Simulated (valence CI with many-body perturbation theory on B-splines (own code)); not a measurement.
Pr²⁸⁺: electric-dipole lines

Level of theory: configuration interaction combined with many-body perturbation theory (CI+MBPT): three valence electrons over a frozen Dirac-Fock core [Ar] 3d10, a basis of 11 s, 11 p, 9 d, 7 f, 5 g, 2 h, 1 i functions for each j, with the one-electron correlation potential Σ1 (screened to all orders), the two-electron term Σ2, the three-electron term Σ3, Breit, model QED; selected single and double excitations, second order for the rest (own B-spline code, finite nucleus).

The last digits are not significant, and no measured levels were compared; by estimate large intervals hold to a few tenths of a per cent, small ones and those within an open d or f shell to about a per cent.

Lines 201 to 250 of 279 in falling wavelength, among levels below 322.53 eV, chosen from the strongest by gf and those to the six lowest levels. Wavelengths and rates use the calculated energies. Electric multipoles are in the length gauge, E1 and E2 with the static RPA response of the core. Weak lines are less certain than strong ones. Lines between different terms over intervals too small for the method are left out, as are lines whose strength nearly cancels. Where a level lies close to another of its J and parity, the split of strength between their lines is uncertain. The highest levels of a list are the least certain.

Levels are named by their leading jj configuration (3d3/2^4 stands for four electrons in 3d with j = 3/2), which in mixed levels can hold well under half, so a name can repeat and another be missing. Letters in brackets count levels of one name in rising energy.

```csv
λ vac (Å),Upper,Lower,A (s⁻¹),log gf,Branch %
92.53,(4p3/2^2 4d3/2) J=3/2,(4p1/2 4p3/2^2) J=5/2,4.14e+10,-0.67,10.1
92.11,(4p3/2^2 4d3/2) J=3/2,(4p1/2 4p3/2^2) J=3/2,1.89e+11,-0.02,46.1
92.11,(4p3/2^2 4d3/2) J=5/2,(4p1/2 4p3/2^2) J=5/2,1.05e+11,-0.09,26.5
91.69,(4p3/2^2 4d3/2) J=5/2,(4p1/2 4p3/2^2) J=3/2,9.19e+10,-0.16,23.1
91.52,(4p1/2 4p3/2 4d3/2) J=5/2 [b],(4p1/2^2 4p3/2) J=3/2,2.11e+11,0.20,57.6
91.26,(4p1/2 4p3/2 4d3/2) J=3/2 [b],(4p1/2^2 4p3/2) J=3/2,2.54e+11,0.10,60.6
90.97,(4p1/2 4p3/2 4d3/2) J=1/2 [b],(4p1/2^2 4p3/2) J=3/2,3.23e+11,-0.10,73.3
90.92,(4s 4p1/2 4d3/2) J=3/2 [b],(4s 4p1/2^2) J=1/2,2.76e+11,0.14,84.4
90.90,(4p3/2^2 4d3/2) J=7/2,(4p1/2 4p3/2^2) J=5/2,1.28e+11,0.10,44.0
90.80,(4s 4p1/2 4d3/2) J=1/2,(4s 4p1/2^2) J=1/2,3.85e+11,-0.02,95.7
90.52,(4s 4p3/2 4d3/2) J=5/2 [b],(4s 4p1/2 4p3/2) J=3/2 [b],2.82e+11,0.32,77.9
90.48,(4s 4p3/2 4d3/2) J=1/2 [b],(4s 4p1/2 4p3/2) J=1/2,2.21e+11,-0.27,51.6
90.20,(4s 4p3/2 4d3/2) J=5/2 [a],(4s 4p1/2 4p3/2) J=3/2 [a],1.36e+11,0.00,40.6
90.19,(4s 4p3/2 4d3/2) J=1/2 [a],(4s 4p1/2 4p3/2) J=3/2 [a],2.64e+11,-0.19,97.4
89.73,(4s 4p3/2 4d3/2) J=3/2 [a],(4s 4p1/2 4p3/2) J=3/2 [a],1.84e+11,-0.05,62.0
89.35,(4s^2 4d3/2) J=3/2,(4s^2 4p1/2) J=1/2,2.64e+11,0.10,70.9
89.30,(4s 4p3/2 4d5/2) J=5/2 [a],(4s 4p1/2 4p3/2) J=5/2,2.15e+08,-2.81,0.1
89.26,(4s 4p1/2 4f5/2) J=7/2,(4p1/2 4p3/2^2) J=5/2,2.83e+10,-0.57,9.5
88.97,(4p1/2 4p3/2 4d5/2) J=5/2 [b],(4p1/2^2 4p3/2) J=3/2,5.25e+10,-0.43,16.9
88.43,(4s 4p3/2 4d3/2) J=3/2 [b],(4s 4p1/2 4p3/2) J=5/2,8.28e+07,-3.41,0.0
88.27,(4s 4p3/2 4d3/2) J=1/2 [b],(4s 4p1/2 4p3/2) J=3/2 [b],8.32e+09,-1.71,1.9
86.00,(4s 4p3/2 4d3/2) J=3/2 [c],(4s 4p1/2 4p3/2) J=1/2,5.19e+10,-0.64,10.1
85.97,(4s 4p3/2 4d5/2) J=5/2 [a],(4s 4p1/2 4p3/2) J=3/2 [a],2.56e+08,-2.77,0.1
85.74,(4s 4p3/2 4d5/2) J=1/2,(4s 4p1/2 4p3/2) J=3/2 [b],9.60e+09,-1.67,3.1
85.39,(4s 4p3/2 4d5/2) J=7/2 [a],(4s 4p1/2 4p3/2) J=5/2,5.71e+10,-0.30,34.7
85.34,(4s 4p3/2 4d3/2) J=5/2 [b],(4s 4p1/2 4p3/2) J=5/2,7.96e+07,-3.28,0.0
85.17,(4s 4p3/2 4d3/2) J=3/2 [b],(4s 4p1/2 4p3/2) J=3/2 [a],1.03e+09,-2.35,0.3
84.39,(4s 4p3/2 4d5/2) J=7/2 [b],(4s 4p1/2 4p3/2) J=5/2,2.03e+10,-0.76,7.7
84.22,(4s 4p3/2 4d5/2) J=3/2,(4s 4p1/2 4p3/2) J=3/2 [b],1.22e+09,-2.28,0.4
84.00,(4s 4p3/2 4d3/2) J=3/2 [c],(4s 4p1/2 4p3/2) J=3/2 [b],2.81e+10,-0.92,5.5
83.64,(4s 4p3/2 4d5/2) J=5/2 [b],(4s 4p1/2 4p3/2) J=3/2 [b],6.11e+09,-1.41,1.3
83.49,(4s 4p1/2 4d5/2) J=3/2,(4s 4p1/2^2) J=1/2,6.13e+10,-0.59,18.7
82.30,(4s 4p3/2 4d3/2) J=5/2 [b],(4s 4p1/2 4p3/2) J=3/2 [a],8.84e+08,-2.27,0.2
81.36,(4p3/2^3) J=3/2,(4s 4p1/2^2) J=1/2,4.51e+08,-2.75,0.3
80.43,(4s 4p3/2 4d3/2) J=1/2 [b],(4s 4p1/2 4p3/2) J=3/2 [a],5.85e+08,-2.95,0.1
79.72,(4s 4p3/2 4d5/2) J=3/2,(4s 4p1/2 4p3/2) J=5/2,6.92e+08,-2.58,0.2
79.52,(4s 4p3/2 4d3/2) J=3/2 [c],(4s 4p1/2 4p3/2) J=5/2,7.59e+08,-2.54,0.1
79.20,(4s 4p3/2 4d5/2) J=5/2 [b],(4s 4p1/2 4p3/2) J=5/2,4.44e+09,-1.60,0.9
78.33,(4s 4p3/2 4d5/2) J=1/2,(4s 4p1/2 4p3/2) J=3/2 [a],1.23e+09,-2.65,0.4
77.91,(4s 4p3/2 4d3/2) J=3/2 [a],(4s 4p1/2^2) J=1/2,3.08e+08,-2.95,0.1
77.05,(4s 4p3/2 4d5/2) J=3/2,(4s 4p1/2 4p3/2) J=3/2 [a],7.45e+08,-2.58,0.2
76.87,(4s 4p3/2 4d3/2) J=3/2 [c],(4s 4p1/2 4p3/2) J=3/2 [a],2.71e+09,-2.02,0.5
76.57,(4s 4p3/2 4d5/2) J=5/2 [b],(4s 4p1/2 4p3/2) J=3/2 [a],2.50e+09,-1.88,0.5
75.40,(4s^2 4f5/2) J=5/2,(4s 4p1/2 4p3/2) J=3/2 [b],1.22e+10,-1.20,3.1
74.45,(4s 4p3/2 4d3/2) J=3/2 [b],(4s 4p1/2^2) J=1/2,2.64e+09,-2.06,0.7
71.77,(4s^2 4f5/2) J=5/2,(4s 4p1/2 4p3/2) J=5/2,2.55e+08,-2.93,0.1
71.59,(4s^2 4f7/2) J=7/2,(4s 4p1/2 4p3/2) J=5/2,4.06e+09,-1.60,1.2
70.80,(4s 4p3/2 4d3/2) J=1/2 [b],(4s 4p1/2^2) J=1/2,2.92e+08,-3.36,0.1
69.60,(4s^2 4f5/2) J=5/2,(4s 4p1/2 4p3/2) J=3/2 [a],5.65e+08,-2.61,0.1
69.17,(4s 4p3/2 4d5/2) J=1/2,(4s 4p1/2^2) J=1/2,2.00e+09,-2.54,0.7
```
